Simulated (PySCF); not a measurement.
The vertical singlet excitations below were computed for one of the candidates. Method: PySCF 2.14.0, density-fitted response routines, TDDFT CAM-B3LYP/def2-SVPD, vertical, gas phase, core orbitals frozen in the response. Geometries: PBE0-D3(BJ)/def2-SVP, one conformer each.

```json
{"state": "S1", "E (eV)": "4.84", "λ (nm)": "256.1", "f": "0.113"}
{"state": "S2", "E (eV)": "5.26", "λ (nm)": "235.9", "f": "0.234"}
{"state": "S3", "E (eV)": "5.46", "λ (nm)": "227.1", "f": "0.0001"}
{"state": "S4", "E (eV)": "6.06", "λ (nm)": "204.7", "f": "0.0000"}
{"state": "S5", "E (eV)": "6.18", "λ (nm)": "200.6", "f": "0.351"}
{"state": "S6", "E (eV)": "6.32", "λ (nm)": "196.3", "f": "0.0007"}
```

Question: Which candidate is it? All have the formula C9H8O.
A. `O=C1CCc2ccccc21`
B. `CC#Cc1cccc(O)c1`
C. `O=C/C=C/c1ccccc1`
D. `c1cc(C=C)ccc1C=O`

Answer: B. Its S1, at 4.84 eV, is the highest among the candidates; the nearest of the others has S1 at 3.96 eV. S1 is HOMO→LUMO (59%), HOMO-1→LUMO (19%), HOMO→LUMO+1 (14%). Löwdin shares by element: HOMO carbon 57% or more (atoms not listed hold the other 43%); LUMO carbon 56% or more (atoms not listed hold the other 44%). At the same level the other candidates give, for their lowest levels:
- `O=C/C=C/c1ccccc1`: 3.76 eV (f 0.000); 4.61 eV (f 0.714); 4.88 eV (f 0.008); 6.06 eV (f 0.241); 6.39 eV (f 0.257); T1 2.85 eV; HOMO -8.29, LUMO -1.29 eV
- `C=Cc1ccc(C=O)cc1`: 3.85 eV (f 0.000); 4.58 eV (f 0.575); 4.75 eV (f 0.015); 6.01 eV (f 0.199); 6.41 eV (f 0.117); HOMO -8.19, LUMO -1.23 eV
- `O=C1CCc2ccccc21`: 3.96 eV (f 0.000); 4.95 eV (f 0.046); 5.50 eV (f 0.165); 6.30 eV (f 0.000); 6.52 eV (f 0.386); T1 3.52 eV; HOMO -8.65, LUMO -0.60 eV

Conformer computed: `[CH3:1][C:2]#[C:3][c:4]1[cH:5][cH:6][cH:7][c:8]([OH:9])[cH:10]1`: H–O9–C8–C7 180°.
Triplets come from the Tamm–Dancoff approximation.
